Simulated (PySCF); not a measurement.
Bonds (- single, = double, # triple, : aromatic): C1=C2, C2-C3, C3=C4, C4-C5, C4-C6, C6=C7, C7-C8, C6-C2. C1 carries H9, H10; C3 carries H11; C5 carries H12, H13, H14; C7 carries H15; C8 carries H16, H17, H18. Stereochemistry as in C=C1C=C(C)/C1=C\C. H9 is cis to C3; H10 is trans to C3.

Geometry: GFN2-xTB; GIAO shifts from PySCF 2.14, gas phase, non-relativistic, averaged over equivalent atoms.

At B3LYP/3-21G (92 basis functions, roughly 40 core-seconds):
```json
{"atoms": "C4", "δ (ppm)": "142.0"}
{"atoms": "C2", "δ (ppm)": "132.3"}
{"atoms": "C6", "δ (ppm)": "128.3"}
{"atoms": "C3", "δ (ppm)": "127.6"}
{"atoms": "C7", "δ (ppm)": "98.8"}
{"atoms": "C1", "δ (ppm)": "85.6"}
{"atoms": "C5", "δ (ppm)": "17.8"}
{"atoms": "C8", "δ (ppm)": "16.3"}
{"atoms": "H11", "δ (ppm)": "6.59"}
{"atoms": "H15", "δ (ppm)": "5.37"}
{"atoms": "H10", "δ (ppm)": "4.82"}
{"atoms": "H9", "δ (ppm)": "4.70"}
{"atoms": "H12/H13/H14", "δ (ppm)": "2.31"}
{"atoms": "H16/H17/H18", "δ (ppm)": "2.01"}
```

Scale: TMS for $^{13}$C (σref 205.26), $^{1}$H (σref 33.35) (reference shieldings calculated alike).

Task: Estimate the result of repeating the calculation with PBE0/pcSseg-1.

Result: 
| atoms | δ at PBE0/pcSseg-1 | change |
| --- | --- | --- |
| C4 | 166.0 | +24.0 |
| C2 | 154.9 | +22.6 |
| C6 | 148.2 | +19.9 |
| C3 | 149.1 | +21.5 |
| C7 | 113.2 | +14.4 |
| C1 | 95.3 | +9.7 |
| C5 | 18.3 | +0.5 |
| C8 | 16.6 | +0.3 |
| H11 | 6.92 | +0.33 |
| H15 | 5.47 | +0.10 |
| H10 | 4.77 | -0.05 |
| H9 | 4.72 | +0.02 |
| H12/H13/H14 | 2.28 | -0.03 |
| H16/H17/H18 | 1.96 | -0.05 |

Shifts are taken against calculated references (same method and geometry level): $^{13}$C (186.93 ppm) and $^{1}$H (31.72 ppm) against TMS.

The largest change is at C4 (fully substituted alkene carbon). Cost: 186 basis functions, about 80 core-seconds. The order of the carbon signals changes between the two levels.
